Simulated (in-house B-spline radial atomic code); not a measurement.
RPA and G0W0 for neutral nitrogen, [He] 2s2 2p3, highest spin, as one setting changes: the radius of a hard wall (bohr). Start: PBE0. A dash marks a level of low quasi-particle weight. Computed with a B-spline radial code for spherical atoms: all electrons, non-relativistic, point nucleus, each spin shell either full or empty, empty states to l = 9 with an (l + 1/2)⁻⁴ tail; G0W0 by contour deformation at full frequency.

| radius of a hard wall (bohr) | mean-field level (eV) | G0W0 level (eV) | RPA correlation (Eh) |
| --- | --- | --- | --- |
| 2 | 16.772 | 2p up 8.487 | -0.33826 |
| 2.5 | ? | ? | ? |
| 3 | -4.086 | 2p up -10.105 | -0.31795 |
| 3.5 | -7.167 | 2p up -12.558 | -0.31666 |
| 4 | ? | ? | ? |
| 5 | -9.823 | 2p up -14.240 | -0.31816 |
| 6 | -10.117 | 2p up -14.280 | -0.31878 |
| 8 | -10.210 | 2p up -14.222 | -0.31902 |
| 12 | -10.216 | 2p up -14.207 | -0.31899 |

Problem. What belongs in the row for 2.5?

Solution. mean-field level (eV): 2.376; G0W0 level (eV): 2p up -4.550; RPA correlation (Eh): -0.3235.

Problem. What belongs in the row for 4?

Solution. mean-field level (eV): -8.681; G0W0 level (eV): 2p up -13.630; RPA correlation (Eh): -0.31696.
